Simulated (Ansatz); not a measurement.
Job for Ansatz (a program for electronic structure): R-wB97X-V/def2-TZVPPD on C2H7ClO (a complex), monomers drawn apart or pushed together. Files ending in .json are basis or fitting sets from the Basis Set Exchange.

Ansatz 0.2 input:
```yaml
crystal:
  periodic: [false, false, false]
  atoms:
    - {symbol: Cl, position_ang: [-0.17401669, -0.02806795, 0.46864118]}
    - {symbol: H, position_ang: [-0.20298857, 0.22866111, 1.76144123]}
    - {symbol: C, position_ang: [-1.10441719, -0.54532714, 3.86232169]}
    - {symbol: O, position_ang: [-0.18814655, 0.38380339, 3.30105488]}
    - {symbol: C, position_ang: [1.14188045, 0.20345830, 3.76617834]}
    - {symbol: H, position_ang: [-1.15288742, -0.42662778, 4.94918053]}
    - {symbol: H, position_ang: [-0.81539652, -1.57460345, 3.62432404]}
    - {symbol: H, position_ang: [-2.08018803, -0.33480340, 3.42997337]}
    - {symbol: H, position_ang: [1.19290061, 0.35473894, 4.84886872]}
    - {symbol: H, position_ang: [1.76013713, 0.94579032, 3.26610152]}
    - {symbol: H, position_ang: [1.50998993, -0.79932089, 3.52427514]}
basis:
  gaussian:
    orbitals: def2-TZVPPD.json
hamiltonian:
  xc: {name: wB97X-V}
scf: {lower_state_search: off}
```

The head of its log:

```
WARN ansatz: RAYON_NUM_THREADS=1 ignored (pool sized by the plan → 1); use --threads N
Functional definition: wB97X-V
these checks for a lower state are left out or cut short: stability, starts, cluster_reference, orbital_swaps, neighbouring_geometries, increment
integrals: 0.30 GiB planned
1272 factors; their error is unknown
integrals: 0.33 GiB planned
385 factors; integrals over basis functions are off by at most 3.3e-5 eV
mean field: 1.77 GiB planned
mean field evaluation 1: about -16754.4506 eV, gradient 3.3e1 eV
mean field evaluation 2: about -16755.5884 eV, gradient 2.6e1 eV
```

Predict the final total energy.

-615.7984 hartree.
